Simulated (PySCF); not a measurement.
Simulated outer-valence photoelectron spectrum of `C=[N][GeH2][NH2]`. Method used: EOM-IP-CCSD/aug-cc-pVDZ in PySCF, restricted Hartree–Fock reference, 12 core orbitals frozen, non-relativistic, gas phase, PBE0-D3(BJ)/def2-SVP geometry.

Each root has a Gaussian of 0.4 eV full width with its one-hole share as area; cross sections and vibrations are left out, and the highest printed point is 100.

(ionisation energy (eV), intensity): (8.4, 0), (8.6, 10), (8.8, 63), (9.0, 98), (9.2, 38), (9.4, 4), (9.6, 2), (9.8, 27), (10.0, 91), (10.2, 77), (10.4, 16), (10.6, 1), (10.8, 0), (11.0, 0), (11.2, 3), (11.4, 37), (11.6, 99), (11.8, 66), (12.0, 15), (12.2, 38), (12.4, 99), (12.6, 65), (12.8, 19), (13.0, 59), (13.2, 100), (13.4, 43), (13.6, 5), (13.8, 7), (14.0, 52), (14.2, 100), (14.4, 48), (14.6, 6), (14.8, 0), (15.0, 0), (15.2, 3), (15.4, 35), (15.6, 96), (15.8, 64), (16.0, 14), (16.2, 36), (16.4, 98), (16.6, 67), (16.8, 12), (17.0, 1)

Task: Where are the maxima, and how many lines lie under the curve?

Result: 8 maxima, at 9.0, 10.1, 11.6, 12.4, 13.2, 14.2, 15.6 and 16.4 eV, from 8 lines.

Task: List the lines with their holes.

Result: 
```
E (eV)  leading hole (HF orbital)  area  Koopmans (eV)
  8.96                       HOMO  0.94          10.23
 10.08                     HOMO-1  0.94          11.37
 11.64                     HOMO-2  0.95          12.06
 12.44                     HOMO-3  0.95          13.08
 13.18                     HOMO-4  0.94          14.06
 14.19                     HOMO-5  0.94          15.89
 15.64                     HOMO-6  0.92          17.14
 16.45                     HOMO-7  0.95          17.59
```

The widest gap, 1.56 eV, lies between 10.08 and 11.64 eV. Only orbitals with −ε under 21 eV, eight at most, were ionised, so the high end of the curve may lack lines.

The values belong to the conformer `[CH2:1]=[N:2][GeH2:3][NH2:4]`: C1–N2–Ge3–N4 -123°, H–N4–Ge3–N2 64°, H–N4–Ge3–N2 -63°.
